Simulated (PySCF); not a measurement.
Orbital picture of TaBr⁺

B97-3 at R = 2.315 Å; basis Ta def2-TZVPPD with ECP60, Br def2-TZVPPD; scalar-relativistic core potentials; PySCF 2.14. State: ⁴Σ⁻ (quartet), unpaired electrons σ ↑, δ ↑↑. Only the outer orbitals are listed, counted within each symmetry, core potentials removing the inner ones.

| spin | orbital | occ. | ε (eV) | on Ta (%) | main shells (%) |
| --- | --- | --- | --- | --- | --- |
| α | 9σ | 1 | -27.34 | 7 | 92 Br s |
| α | 10σ | 1 | -16.24 | 27 | 68 Br p, 16 Ta d, 9 Ta s |
| α | 5π | 1 | -14.88 | 16 | 83 Br p, 14 Ta d |
| α | 5π | 1 | -14.88 | 16 | 83 Br p, 14 Ta d |
| α | 11σ | 1 | -12.31 | 101 | 63 Ta s, 38 Ta d |
| α | 2δ | 1 | -11.81 | 100 | 100 Ta d |
| α | 2δ | 1 | -11.81 | 100 | 100 Ta d |
| α | 6π | 0 | -8.61 | 86 | 82 Ta d, 13 Br p |
| α | 6π | 0 | -8.61 | 86 | 82 Ta d, 13 Br p |
| α | 12σ | 0 | -7.80 | 85 | 33 Ta d, 31 Ta s, 21 Ta p |
| β | 4π | 1 | -45.71 | 100 | 100 Ta p |
| β | 4π | 1 | -45.71 | 100 | 100 Ta p |
| β | 9σ | 1 | -27.43 | 7 | 93 Br s |
| β | 10σ | 1 | -16.14 | 26 | 71 Br p, 12 Ta s, 12 Ta d |
| β | 5π | 1 | -14.88 | 12 | 88 Br p, 10 Ta d |
| β | 5π | 1 | -14.88 | 12 | 88 Br p, 10 Ta d |
| β | 11σ | 0 | -10.22 | 85 | 57 Ta s, 22 Ta d, 9 Br s |
| β | 6π | 0 | -7.97 | 90 | 82 Ta d, 8 Ta p, 8 Br p |
| β | 6π | 0 | -7.97 | 90 | 82 Ta d, 8 Ta p, 8 Br p |

Question: Which are the highest filled and the lowest empty level, where do they sit, and how wide is the gap?

Answer: Highest filled α 2δ at -11.81 eV (in %: 100 Ta d); lowest empty β 11σ at -10.22 eV (in %: 57 Ta s, 22 Ta d, 9 Br s); the gap at B97-3 is 1.59 eV.

| Quantity | Value |
| --- | --- |
| bond order (Mayer) | 1.83 |
| ⟨S²⟩ | 3.761 |
| charge on Ta (Mulliken, basis-dependent) | 0.77 |
| charge on Ta (Löwdin, basis-dependent) | 0.63 |
| dipole moment (positive dipole points towards Br; it is taken about the centre of mass and depends on that origin) | -3.76 D |

Shares are Mulliken populations and can fall outside 0 to 100 %.

Spin–orbit coupling is left out. The state is the lowest single determinant that the PBE0 search found; with open d or f shells the true ground state can be another one.
